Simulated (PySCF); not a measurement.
Hg⁺: excitation energy

Hg⁺ [Xe] 4f14 5d10 6s1 (2S) → Hg⁺ [Xe] 4f14 5d9 6s2 (2D), as a difference of total energies. Calculation: PySCF 2.14, in aug-cc-pVTZ-PP with one added diffuse shell each of s, p, d, f, g type with ECP60MDF (7s7p6d4f3g, 113 functions); a scalar-relativistic core potential. Correlated levels: valence: 5s2 5p6 frozen. The calculations carry no spin-orbit coupling.

| method | excitation energy (eV) | error (eV) |
| --- | --- | --- |
| UHF | 5.351 | +0.202 |
| LDA | 4.794 | -0.355 |
| PBE | 4.892 | -0.257 |
| PBE0 | 5.103 | -0.046 |
| r2SCAN | 5.006 | -0.143 |
| wB97X-V | 5.131 | -0.018 |
| M06 | 5.443 | +0.294 |
| B2PLYP | 5.059 | -0.090 |
| MP2 (valence) | 5.346 | +0.197 |
| SCS-MP2 (valence) | 5.231 | +0.082 |

Reference: 5.149 eV (measured; NIST levels, between the centres of gravity of the two terms).

Errors of the correlated levels include the incompleteness of this basis and the frozen core.
